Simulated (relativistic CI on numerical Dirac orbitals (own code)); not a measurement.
Sensitivity of the levels of Nd11+ to α and to the nuclear radius

These numbers are calculated, not measured: Dirac-Coulomb-Breit CI, orbitals from a KLI potential per configuration, derivatives by finite differences, unscaled Slater integrals, QED left out (own radial code, finite nucleus).

Configurations in the expansion (outside the closed core [Kr] 4d10): 4f 5s2, 5s2 5p, 4f 5s 5p, 4f3, 4f2 5s, 5s 5p2, 4f2 5p, 4f 5p2, 5p3. Double excitations out of closed p, d and f shells are left out; levels of such configurations are missing from the list, as are those of other unlisted configurations, and high levels can miss mixing partners.

With x = (α/α₀)² − 1 an excitation energy changes as ω = ω₀ + qx; K = 2q/ω₀ is the relative enhancement. Terms are leading LS components, so labels can repeat. The field-shift factor is F = δν/δ⟨r²⟩ for the transition from the lowest level.

Lowest level 4f 5s2 2F°_5/2.

| Level | ω₀ (cm⁻¹) | q (cm⁻¹) | K | F (GHz/fm²) |
| --- | --- | --- | --- | --- |
| 4f 5s2 2F°_7/2 | 3955.7 | 3500 | 1.77 | 0.172 |
| 5s2 5p 2P°_1/2 | 52819.1 | -86360 | -3.27 | 12.9 |
| 5s2 5p 2P°_3/2 | 97513.0 | -35630 | -0.731 | 9.67 |
| 4f2 5s 4H_7/2 | 120943.5 | 93610 | 1.55 | -86.1 |
| 4f2 5s 4H_9/2 | 122470.7 | 94890 | 1.55 | -86.1 |
| 4f2 5s 4H_11/2 | 124491.9 | 96800 | 1.56 | -86 |
| 4f2 5s 4H_13/2 | 126833.2 | 98910 | 1.56 | -85.9 |
| 4f2 5s 4F_3/2 | 129415.9 | 93500 | 1.44 | -85.9 |
| 4f2 5s 4F_5/2 | 130329.0 | 94000 | 1.44 | -85.9 |
| 4f2 5s 4F_7/2 | 131519.0 | 95170 | 1.45 | -85.8 |
| 4f2 5s 4F_9/2 | 132344.5 | 95610 | 1.44 | -86 |
| 4f2 5s 2H_9/2 | 135296.1 | 97110 | 1.44 | -87.9 |
| 4f2 5s 2G_7/2 | 137356.0 | 96070 | 1.4 | -86.5 |
| 4f2 5s 2G_9/2 | 138911.9 | 98860 | 1.42 | -86.6 |
| 4f2 5s 2H_11/2 | 139508.5 | 100600 | 1.44 | -88 |
| 4f2 5s 2F_5/2 | 143493.8 | 73900 | 1.03 | -86.6 |
| 4f 5s 5p 4G_5/2 | 144085.9 | 37140 | 0.515 | -79.8 |
| 4f2 5s 2F_7/2 | 146727.7 | 100200 | 1.37 | -87.9 |
| 4f 5s 5p 4F_7/2 | 148594.7 | 19780 | 0.266 | -78.4 |
| 4f 5s 5p 4F_3/2 | 151777.1 | 28340 | 0.373 | -79.4 |
| 4f2 5s 2D_5/2 | 154412.7 | 67100 | 0.869 | -83.6 |
| 4f 5s 5p 2F_7/2 | 154858.8 | 20580 | 0.266 | -79.1 |
| 4f 5s 5p 4F_5/2 | 155315.3 | 52160 | 0.672 | -81.6 |

At this charge transitions that keep the count of f electrons are usually good to a few per cent. Terms inside the open d or f shell come out 10 to 20 % too wide with unscaled integrals. Levels and lines within the n = 5 or 6 shells can be off by up to 10 % or somewhat more, and those that change n by about 2 %, since core polarisation is missing. Levels that differ in their count of f electrons can be misplaced by several ten thousand cm⁻¹, since the correlation energy of f electrons is missing or only estimated; rates across such gaps can be off by orders of magnitude.
